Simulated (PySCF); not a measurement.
# Shifts of the heteroatoms

Mapped SMILES: `[F:1][C:2]([F:3])=[C:4]([F:5])[c:6]1[cH:7][cH:8][cH:9][o:10]1`. Each H is labelled by its parent atom.

All values are calculated (PySCF 2.14.0 with density-fitted response routines): NMR shieldings at PBE0/pcSseg-1/GIAO, geometry: GFN2-xTB. A single conformation, in vacuum, non-relativistic Hamiltonian.

(1) What are the ¹⁹F shifts?

(2) What are the ¹⁷O shifts?

Answers

(1) 
```csv
atoms,environment,σ (ppm),δ (ppm)
F3,vinylic fluorine,273.9,-101.2
F1,vinylic fluorine,286.0,-112.1
F5,vinylic fluorine,381.0,-197.8
```

Shieldings were converted by a linear fit to measured shifts: ¹⁹F (scatter 6.0 ppm rms, 7.0 ppm with the 5 outliers that the fit left out vs CFCl3, solution or neat liquid, with a term for F on sp3 carbon). A few per cent of atoms miss by over 2 rms, more outside the fitted compound classes.

On a 400 MHz spectrometer ¹⁹F resonates near 376.4 MHz, so 1 ppm is 376.4 Hz.

(2) 
| atoms | environment | σ (ppm) | δ (ppm) |
| --- | --- | --- | --- |
| O10 | aromatic ring oxygen | 48.4 | 222.6 |

Shieldings were converted by a linear fit to measured shifts: ¹⁷O (scatter 10.7 ppm rms, 12.2 ppm with the 3 outliers that the fit left out vs liquid water, solution or neat liquid). Occasional misses reach two or three times the rms, and more in compound classes unlike the fitted ones.

On a 400 MHz spectrometer ¹⁷O resonates near 54.2 MHz, so 1 ppm is 54.2 Hz.
